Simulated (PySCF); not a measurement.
A structure optimised at PBE-D3(BJ)/def2-SVP, used in a PySCF frequency run:

```xyz
9

B      0.5556     0.0964     0.0000
Cl    -0.0828     1.7599     0.0000
H      1.7559    -0.0799     0.0000
N     -0.3305    -0.9821     0.0000
C      0.0229    -2.3891     0.0000
H     -1.3364    -0.7891     0.0000
H     -0.3693    -2.9150     0.8976
H     -0.3693    -2.9150    -0.8976
H      1.1245    -2.4914     0.0000
```

Q: Write its SMILES, formula and point group.

A: CNBCl, CH₅BClN, Cs

Q: What are its rotational constants (standard atomic weights)?

A: 38.300, 2.3416, 2.2384 GHz
